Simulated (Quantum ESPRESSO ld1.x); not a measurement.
Q: Species: K9+. Configuration: [Ne] (the NIST ground configuration). Method: non-relativistic Kohn-Sham, LDA (Slater exchange, VWN5 correlation), spin-polarised, spherical densities, point nucleus; computed with ld1.x of Quantum ESPRESSO 7.5. Some entries of the table are withheld. Estimate them.

| orbital | occ. | eigenvalue (eV) | <r^2> (bohr^2) | <1/r> (bohr^-1) |
|---|---|---|---|---|
| 1s | 2 | -3700.39 | 0.008960 | (1) |
| 2s | 2 | -541.158 | 0.1756 | 3.807 |
| 2p | 6 | -473.408 | 0.1464 | 3.744 |
| 3s | 0 | -183.117 | 1.205 | 1.393 |
| 3p | 0 | -164.442 | (2) | 1.335 |
| 3d | 0 | (3) | (4) | 1.190 |

A: 
(1) 1s <1/r> (bohr^-1): 18.50
(2) 3p <r^2> (bohr^2): 1.244
(3) 3d eigenvalue (eV): -138.563
(4) 3d <r^2> (bohr^2): 1.158
